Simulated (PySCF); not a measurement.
Compound: C₄H₇OS₂ (doublet state).
Geometry (GFN2-xTB, Å), atoms numbered from 1 in this order:
```
atom  x, y, z in Å
C1     2.327    0.663    1.242
C2     2.170    0.692   -0.048
S3     1.684    0.693   -1.555
S4    -0.149   -0.684   -1.809
C5    -0.377   -1.148   -0.056
O6    -0.746   -0.104    0.771
C7    -2.036    0.406    0.511
H8     3.302    0.657    1.703
H9     1.474    0.669    1.908
H10    0.572   -1.536    0.317
H11   -1.128   -1.948   -0.084
H12   -2.798   -0.366    0.659
H13   -2.104    0.784   -0.515
H14   -2.192    1.221    1.214
```

The hyperfine couplings belong to this conformer and change with its torsions.

As a line formula: `O(CSS[C]=C)C` [radical].

Computed, not measured: UKS B3LYP, pcH-1 on C H O S, non-relativistic, mean-field spin-orbit, GIAO in PySCF 2.14.0. The structure is a single GFN2-xTB conformer in the gas phase; no vibrational or solvent corrections. The geometry wasn't refined by DFT: couplings that depend on bond lengths, twists or pyramidal angles can differ widely from those at the functional's own minimum, by a factor of two or more for some ions and for spin on atoms past the first row. No stability test was run, so a lower SCF solution isn't excluded.

Task: Match the computed a_iso(33S) values +100.6, +20.8 MHz with the sites S3; S4.

Result: 
```tsv
site	a_iso (MHz)	ρ(0) (bohr⁻³)	position	distance from S4 (Å)	spin population	largest |T| (MHz)
S3	+100.6	+0.2940	1 bond from C2	2.31	+0.10	44.7
S4	+20.8	+0.0576	largest spin population	0.00	+0.37	82.1
```

Task: Match the computed a_iso(1H) values +75.8, +57.8, +20.0, +0.2 MHz (means over equivalent nuclei) with the sites H8; H9; H10/H11; H12/H13/H14.

Result: 
| site | a_iso (MHz) | ρ(0) (bohr⁻³) | position | distance from S4 (Å) | bound to | spin population there | largest \|T\| (MHz) |
| --- | --- | --- | --- | --- | --- | --- | --- |
| H8 | +57.8 | +0.0129 | 2 bonds from C2, on C1 of spin population +0.12 | 5.10 | C1 | +0.12 | 11.2 |
| H9 | +75.8 | +0.0170 | 2 bonds from C2, on C1 of spin population +0.12 | 4.28 | C1 | +0.12 | 10.4 |
| H10/H11 | +20.0 | +0.0045 | 2 bonds from S4 | 2.38 | C5 | -0.01 | 3.1 |
| H12/H13/H14 | +0.2 | +0.0001 | 4 bonds from S4 | 3.51 | C7 | 0.00 | 1.7 |

ρ(0) is the spin density at the nucleus and T the dipolar tensor; a_iso includes a spin–orbit part; entries for several nuclei are means. The largest Mulliken spin populations are on S4 (+0.37), C2 (+0.36), C1 (+0.12) and S3 (+0.10). Main spin sites, with 60 % or more of the largest population: C2, S4; positions count bonds from the nearest.

Examples of negative spin density at the nucleus (bohr⁻³): C1 (-0.0061) and C5 (-0.0051).

Means are taken over nuclei equivalent by connectivity, which assumes that they swap fast.

The SMILES `C=[C]SSCOC` draws the unpaired electron on C2, whose computed spin population is only +0.36.
